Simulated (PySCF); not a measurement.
Record of a relaxation.

Compound: La(NH2)3.
Bonds: La1–N2, La1–N5, La1–N8. Hydrogens: H3, H4 on N2; H6, H7 on N5; H9, H10 on N8.

Method: PBE0-D3(BJ)/def2-SVP geometry optimisation, gas phase, def2 core potentials past Kr in PySCF; density fitting, grid level 1; the optimiser is geomeTRIC in internal coordinates, started from a GFN2-xTB structure with every atom displaced at random (about 0.03 Å). 12 of its 17 geometries are shown. The frame can shift and turn from step to step; on so coarse a grid that alone can change the energy by a few meV, and forces under 0.02 eV/Å are noise.

Step 0: E = -5419.1235 eV, largest atomic force 3.767 eV/Å
```
atom  x, y, z in Å  |  force x, y, z in eV/Å
La1     0.057   -0.075    0.013   -1.247   1.924   0.162
N2      2.278    0.252   -0.037    2.372  -0.477   1.913
H3      2.766   -0.146   -0.831    0.488  -0.127  -0.377
H4      2.935    0.032    0.794   -1.127   0.590  -1.655
N5     -1.387    1.843   -0.047    0.412   0.207   1.684
H6     -1.416    2.479    0.805   -0.126  -0.886  -1.136
H7     -1.293    2.508   -0.802   -0.044   0.445  -0.512
N8     -0.874   -2.109    0.024   -1.726  -1.462   3.012
H9     -1.379   -2.471   -0.745   -0.644  -0.838  -1.508
H10    -1.562   -2.389    0.831    1.642   0.624  -1.586
```

Step 1: E = -5419.5511 eV, largest atomic force 0.671 eV/Å
```
atom  x, y, z in Å  |  force x, y, z in eV/Å
La1     0.035    0.006    0.030   -0.215  -0.501   0.031
N2      2.392    0.276   -0.020   -0.461  -0.325   0.200
H3      2.868   -0.146   -0.817    0.189  -0.013  -0.198
H4      3.030    0.081    0.758   -0.018   0.228  -0.058
N5     -1.388    1.888   -0.033    0.529   0.068   0.127
H6     -1.458    2.497    0.790   -0.205  -0.090  -0.018
H7     -1.316    2.565   -0.798   -0.108  -0.039  -0.049
N8     -0.975   -2.186    0.041   -0.185   0.643   0.045
H9     -1.458   -2.607   -0.758    0.259  -0.053  -0.074
H10    -1.605   -2.452    0.810    0.216   0.082  -0.007
```

Step 3: E = -5419.7166 eV, largest atomic force 0.789 eV/Å
```
atom  x, y, z in Å  |  force x, y, z in eV/Å
La1     0.005   -0.034    0.034    0.169   0.770   0.030
N2      2.336    0.186   -0.038    0.025  -0.475  -0.436
H3      2.853   -0.258   -0.811   -0.076   0.096   0.217
H4      3.007    0.179    0.727    0.143   0.251   0.109
N5     -1.318    1.919   -0.008    0.267  -0.049   0.019
H6     -1.571    2.478    0.807   -0.219   0.015   0.035
H7     -1.295    2.600   -0.774    0.010  -0.048   0.080
N8     -0.989   -2.107    0.034   -0.249  -0.307  -0.358
H9     -1.313   -2.652   -0.772    0.155  -0.122   0.227
H10    -1.591   -2.388    0.806   -0.225  -0.132   0.077
```

Step 4: E = -5419.9664 eV, largest atomic force 1.580 eV/Å
```
atom  x, y, z in Å  |  force x, y, z in eV/Å
La1    -0.018   -0.037    0.028    0.336   1.543   0.010
N2      2.278    0.043   -0.050    1.157  -0.620  -0.640
H3      2.858   -0.481   -0.737   -0.520   0.097   0.407
H4      3.008    0.403    0.567   -0.164   0.417   0.049
N5     -1.206    1.991    0.085   -0.180   0.049   0.221
H6     -1.823    2.431    0.766   -0.207  -0.172   0.184
H7     -1.222    2.682   -0.666    0.328   0.060  -0.189
N8     -1.048   -2.018   -0.034   -0.498  -0.982   0.017
H9     -1.044   -2.795   -0.688    0.072  -0.312   0.029
H10    -1.658   -2.295    0.735   -0.324  -0.081  -0.090
```

Step 6: E = -5420.3171 eV, largest atomic force 1.053 eV/Å
```
atom  x, y, z in Å  |  force x, y, z in eV/Å
La1    -0.003   -0.008    0.011   -0.206   0.406  -0.052
N2      2.290   -0.009   -0.056    0.996  -0.073  -0.331
H3      2.884   -0.633   -0.629   -0.346   0.098   0.382
H4      2.978    0.631    0.365   -0.343  -0.007  -0.201
N5     -1.160    2.030    0.181   -0.489   0.089   0.115
H6     -1.984    2.363    0.698    0.180  -0.308  -0.022
H7     -1.084    2.747   -0.547    0.382   0.019   0.037
N8     -1.091   -2.034   -0.097   -0.279  -0.059   0.553
H9     -0.899   -2.928   -0.539    0.101  -0.222  -0.048
H10    -1.807   -2.236    0.617    0.004   0.058  -0.434
```

Step 7: E = -5420.4709 eV, largest atomic force 0.473 eV/Å
```
atom  x, y, z in Å  |  force x, y, z in eV/Å
La1    -0.005   -0.007   -0.001    0.041   0.055  -0.048
N2      2.308   -0.007   -0.065    0.153   0.179  -0.200
H3      2.907   -0.680   -0.553   -0.030   0.008   0.219
H4      2.937    0.748    0.232   -0.116  -0.117  -0.144
N5     -1.159    2.011    0.207   -0.296  -0.006  -0.049
H6     -2.036    2.295    0.656    0.126  -0.139  -0.058
H7     -0.977    2.769   -0.459    0.212   0.033   0.187
N8     -1.097   -2.043   -0.096   -0.175   0.062   0.435
H9     -0.850   -2.968   -0.440    0.077  -0.086  -0.009
H10    -1.904   -2.196    0.524    0.007   0.011  -0.333
```

Step 9: E = -5420.6965 eV, largest atomic force 0.637 eV/Å
```
atom  x, y, z in Å  |  force x, y, z in eV/Å
La1    -0.021   -0.041   -0.053    0.233  -0.112   0.095
N2      2.301    0.064   -0.077   -0.570   0.144  -0.243
H3      2.961   -0.686   -0.254    0.239  -0.213   0.045
H4      2.824    0.930   -0.208    0.131   0.067   0.097
N5     -1.156    1.955    0.189    0.218  -0.286  -0.169
H6     -2.125    2.177    0.400   -0.081   0.178  -0.010
H7     -0.678    2.828   -0.046   -0.162   0.111   0.147
N8     -1.113   -2.083   -0.029    0.124   0.058   0.077
H9     -0.754   -3.041   -0.059   -0.014   0.102  -0.018
H10    -2.114   -2.179    0.142   -0.117  -0.047  -0.022
```

Step 10: E = -5420.7346 eV, largest atomic force 0.332 eV/Å
```
atom  x, y, z in Å  |  force x, y, z in eV/Å
La1     0.018   -0.019   -0.087   -0.141   0.026   0.058
N2      2.325    0.047   -0.115    0.248  -0.056  -0.213
H3      2.972   -0.747   -0.185   -0.134   0.099   0.071
H4      2.921    0.871   -0.234   -0.071  -0.040   0.101
N5     -1.192    1.935    0.121    0.086  -0.011   0.020
H6     -2.181    2.113    0.301   -0.034  -0.046  -0.034
H7     -0.755    2.857    0.116    0.024   0.108   0.004
N8     -1.114   -2.022    0.022   -0.022  -0.079  -0.056
H9     -0.740   -2.971    0.016    0.038  -0.034   0.013
H10    -2.129   -2.141    0.050    0.007   0.033   0.035
```

Step 12: E = -5420.7451 eV, largest atomic force 0.111 eV/Å
```
atom  x, y, z in Å  |  force x, y, z in eV/Å
La1    -0.001   -0.025   -0.092   -0.010   0.035   0.023
N2      2.307    0.048   -0.141   -0.063   0.010  -0.091
H3      2.949   -0.740   -0.223    0.048  -0.062   0.032
H4      2.901    0.878   -0.167    0.005   0.021   0.035
N5     -1.167    1.955    0.119    0.016   0.090   0.055
H6     -2.157    2.130    0.301    0.001  -0.043  -0.042
H7     -0.734    2.883    0.120   -0.008  -0.048  -0.004
N8     -1.116   -2.045    0.018    0.015  -0.005  -0.048
H9     -0.730   -2.989   -0.021    0.000   0.008   0.019
H10    -2.128   -2.172    0.090   -0.003  -0.006   0.020
```

Step 13: E = -5420.7490 eV, largest atomic force 0.089 eV/Å
```
atom  x, y, z in Å  |  force x, y, z in eV/Å
La1    -0.003   -0.012   -0.100    0.014  -0.022  -0.005
N2      2.304    0.035   -0.158   -0.081   0.022  -0.022
H3      2.935   -0.764   -0.226    0.049  -0.034   0.015
H4      2.909    0.857   -0.135    0.022   0.005   0.004
N5     -1.165    1.970    0.119    0.003   0.070   0.055
H6     -2.165    2.121    0.265    0.013  -0.017  -0.026
H7     -0.748    2.904    0.157   -0.021  -0.053  -0.013
N8     -1.111   -2.037    0.009    0.001   0.032  -0.027
H9     -0.713   -2.978   -0.024   -0.012   0.015   0.011
H10    -2.120   -2.173    0.097    0.012  -0.019   0.008
```

Step 15: E = -5420.7504 eV, largest atomic force 0.029 eV/Å
```
atom  x, y, z in Å  |  force x, y, z in eV/Å
La1     0.000   -0.003   -0.106    0.009  -0.019  -0.014
N2      2.307    0.025   -0.161    0.003   0.004   0.003
H3      2.932   -0.782   -0.211   -0.002   0.012   0.008
H4      2.922    0.840   -0.128    0.002  -0.008  -0.003
N5     -1.166    1.976    0.126    0.007  -0.004   0.021
H6     -2.174    2.111    0.228    0.001   0.000  -0.002
H7     -0.763    2.913    0.187   -0.007   0.006  -0.009
N8     -1.109   -2.025   -0.003   -0.024   0.016  -0.001
H9     -0.706   -2.964   -0.017    0.004   0.000  -0.003
H10    -2.117   -2.168    0.088    0.006  -0.007   0.000
```

Step 16: E = -5420.7506 eV, largest atomic force 0.022 eV/Å
```
atom  x, y, z in Å  |  force x, y, z in eV/Å
La1     0.001   -0.003   -0.107    0.001  -0.003  -0.011
N2      2.308    0.024   -0.159    0.020  -0.007   0.001
H3      2.934   -0.783   -0.205   -0.012   0.013   0.007
H4      2.925    0.838   -0.127   -0.004  -0.002  -0.001
N5     -1.165    1.975    0.130    0.011  -0.015   0.006
H6     -2.174    2.108    0.224   -0.005  -0.001   0.004
H7     -0.765    2.913    0.189   -0.001   0.015  -0.004
N8     -1.112   -2.022   -0.008   -0.016   0.004   0.005
H9     -0.709   -2.961   -0.018    0.008  -0.002  -0.006
H10    -2.120   -2.166    0.085   -0.003  -0.002  -0.001
```

Q: Summarise the path.

A: The energy falls by 1.6271 eV from step 0 to step 16; nine tenths of that is first reached at step 8. It rises by more than 0.2 meV at step 5. The largest force goes from 3.767 to 0.022 eV/Å. Among the bonds La1–N5 changes most, from 2.402 to 2.309 Å; the atoms move by 0.847 Å rms after alignment.

Q: Follow the three bonds and two angles with the largest change from start to end.

A: 
```json
{"step": "0", "E above end (eV)": "1.6271", "largest force (eV/Å)": "3.767", "La1–N5 (Å)": "2.402", "N8–H10 (Å)": "1.097", "La1–N8 (Å)": "2.237", "La1–N2–H3 (°)": "115.9", "La1–N5–H6 (°)": "118.3"}
{"step": "1", "E above end (eV)": "1.1995", "largest force (eV/Å)": "0.671", "La1–N5 (Å)": "2.360", "N8–H10 (Å)": "1.029", "La1–N8 (Å)": "2.413", "La1–N2–H3 (°)": "115.7", "La1–N5–H6 (°)": "119.5"}
{"step": "2", "E above end (eV)": "1.1273", "largest force (eV/Å)": "0.566", "La1–N5 (Å)": "2.329", "N8–H10 (Å)": "1.018", "La1–N8 (Å)": "2.356", "La1–N2–H3 (°)": "116.6", "La1–N5–H6 (°)": "121.3"}
{"step": "3", "E above end (eV)": "1.0340", "largest force (eV/Å)": "0.789", "La1–N5 (Å)": "2.359", "N8–H10 (Å)": "1.018", "La1–N8 (Å)": "2.299", "La1–N2–H3 (°)": "118.8", "La1–N5–H6 (°)": "125.3"}
{"step": "4", "E above end (eV)": "0.7842", "largest force (eV/Å)": "1.580", "La1–N5 (Å)": "2.350", "N8–H10 (Å)": "1.020", "La1–N8 (Å)": "2.234", "La1–N2–H3 (°)": "124.2", "La1–N5–H6 (°)": "134.0"}
{"step": "5", "E above end (eV)": "0.8335", "largest force (eV/Å)": "2.625", "La1–N5 (Å)": "2.355", "N8–H10 (Å)": "1.024", "La1–N8 (Å)": "2.223", "La1–N2–H3 (°)": "128.8", "La1–N5–H6 (°)": "137.1"}
{"step": "6", "E above end (eV)": "0.4335", "largest force (eV/Å)": "1.053", "La1–N5 (Å)": "2.350", "N8–H10 (Å)": "1.031", "La1–N8 (Å)": "2.302", "La1–N2–H3 (°)": "126.2", "La1–N5–H6 (°)": "135.4"}
{"step": "7", "E above end (eV)": "0.2797", "largest force (eV/Å)": "0.473", "La1–N5 (Å)": "2.334", "N8–H10 (Å)": "1.029", "La1–N8 (Å)": "2.313", "La1–N2–H3 (°)": "126.7", "La1–N5–H6 (°)": "134.5"}
{"step": "8", "E above end (eV)": "0.0982", "largest force (eV/Å)": "0.728", "La1–N5 (Å)": "2.305", "N8–H10 (Å)": "1.021", "La1–N8 (Å)": "2.326", "La1–N2–H3 (°)": "128.3", "La1–N5–H6 (°)": "133.1"}
{"step": "9", "E above end (eV)": "0.0541", "largest force (eV/Å)": "0.637", "La1–N5 (Å)": "2.308", "N8–H10 (Å)": "1.020", "La1–N8 (Å)": "2.316", "La1–N2–H3 (°)": "128.2", "La1–N5–H6 (°)": "132.8"}
{"step": "10", "E above end (eV)": "0.0160", "largest force (eV/Å)": "0.332", "La1–N5 (Å)": "2.308", "N8–H10 (Å)": "1.022", "La1–N8 (Å)": "2.303", "La1–N2–H3 (°)": "127.5", "La1–N5–H6 (°)": "132.2"}
{"step": "11", "E above end (eV)": "0.0101", "largest force (eV/Å)": "0.169", "La1–N5 (Å)": "2.307", "N8–H10 (Å)": "1.022", "La1–N8 (Å)": "2.307", "La1–N2–H3 (°)": "127.4", "La1–N5–H6 (°)": "131.7"}
{"step": "12", "E above end (eV)": "0.0055", "largest force (eV/Å)": "0.111", "La1–N5 (Å)": "2.308", "N8–H10 (Å)": "1.022", "La1–N8 (Å)": "2.309", "La1–N2–H3 (°)": "127.3", "La1–N5–H6 (°)": "130.7"}
{"step": "13", "E above end (eV)": "0.0016", "largest force (eV/Å)": "0.089", "La1–N5 (Å)": "2.308", "N8–H10 (Å)": "1.022", "La1–N8 (Å)": "2.311", "La1–N2–H3 (°)": "127.1", "La1–N5–H6 (°)": "129.3"}
{"step": "14", "E above end (eV)": "0.0006", "largest force (eV/Å)": "0.043", "La1–N5 (Å)": "2.309", "N8–H10 (Å)": "1.022", "La1–N8 (Å)": "2.310", "La1–N2–H3 (°)": "127.1", "La1–N5–H6 (°)": "128.6"}
{"step": "15", "E above end (eV)": "0.0002", "largest force (eV/Å)": "0.029", "La1–N5 (Å)": "2.309", "N8–H10 (Å)": "1.022", "La1–N8 (Å)": "2.309", "La1–N2–H3 (°)": "127.1", "La1–N5–H6 (°)": "128.4"}
{"step": "16", "E above end (eV)": "0.0000", "largest force (eV/Å)": "0.022", "La1–N5 (Å)": "2.309", "N8–H10 (Å)": "1.022", "La1–N8 (Å)": "2.308", "La1–N2–H3 (°)": "127.1", "La1–N5–H6 (°)": "128.3"}
```

What follows is the cost of the whole optimisation. On Arm Neoverse V2, one thread, no GPU, shared host with 32 logical CPUs at a one-minute load of 14, this took 73 s of wall time and 0.39 GiB of memory at its peak.
